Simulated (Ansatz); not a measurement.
Coupled-cluster diagnostics for the cluster Li₆⁺, Ansatz.

Geometry of the doublet (PBE0/def2-TZVP):

| atom | x (Å) | y (Å) | z (Å) |
| --- | --- | --- | --- |
| Li1 | 0.359 | 2.004 | 1.307 |
| Li2 | 2.294 | -0.691 | 0.364 |
| Li3 | -2.523 | 1.585 | 0.116 |
| Li4 | 0.050 | 0.493 | -1.280 |
| Li5 | -0.672 | -0.803 | 0.887 |
| Li6 | 0.493 | -2.588 | -1.395 |

Correlated methods freeze no core orbitals; core or outer-core shells of Li are correlated, in sets that lack core-valence functions. The structure comes from a short search, and lower isomers may exist.

Geometry of the charge 1 quartet (PBE0/def2-TZVP):

Cartesian coordinates in Å:
```
Li 0.2963 -1.1791 -1.7928
Li -2.0287 -0.7468 0.1378
Li 2.0284 0.7412 -0.1456
Li -0.6892 1.6655 -1.2019
Li 0.6982 -1.6555 1.2104
Li -0.3049 1.1747 1.7921
```

Problem. Estimate the CCSD(T) correlation energy, the shares of MP2 and (T), T1 and the reference's ⟨S²⟩ for: charge 1, doublet, own geometry in def2-TZVPP; charge 1, quartet, own geometry in def2-TZVPP; and the rough time on 4 threads of Arm Neoverse V2 on a shared host.

Solution. 
| state | basis | correlation (eV) | MP2 share (%) | (T) share (%) | T1 | ⟨S²⟩ (pure) | wall time | remarks |
| --- | --- | --- | --- | --- | --- | --- | --- | --- |
| charge 1, doublet, own geometry | def2-TZVPP | -7.860 | 79.3 | 1.7 | 0.076 | 1.38 (0.75) | 15 s | large T1, spin-contaminated |
| charge 1, quartet, own geometry | def2-TZVPP | -7.829 | 82.7 | 2.3 | 0.021 | 3.83 (3.75) | 12 s | – |
Customary marks for T1 are 0.02 (closed shells), 0.045 (open shells) and about 0.05 (3d metals). T1 exceeds 0.02 in 2 of 2 rows and 0.045 in 1; the higher it lies, the less the single-reference result can be trusted.
